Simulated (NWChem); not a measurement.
System: BHCl, doublet; SMILES [BH]Cl

Computed with NWChem. Pople sets run with spherical d functions. Spin-unrestricted. In the optimisation the excess spin sits in a' (Cs, its own frame). Coordinates come from a PBE0/def2-SVP, spin-unrestricted optimisation. No stability test was run on the SCF state. Level BLYP/6-31G*: single points from the atomic guess with DIIS by default; each run changes one setting, and all converged runs end within 0.3 mHa of each other.

Q: Which setting needs the most SCF iterations, or fails (level shift of 0.5 Ha throughout; defaults; DIIS on 3 Fock matrices; occupation smearing of 0.005 Ha; no level shifting; DIIS on 20 Fock matrices)?

A: level shift of 0.5 Ha throughout, with 15 against 8 for the defaults.
```tsv
setting	SCF iterations
defaults	8
no level shifting	8
occupation smearing of 0.005 Ha	8
DIIS on 20 Fock matrices	8
level shift of 0.5 Ha throughout	15
DIIS on 3 Fock matrices	9
```
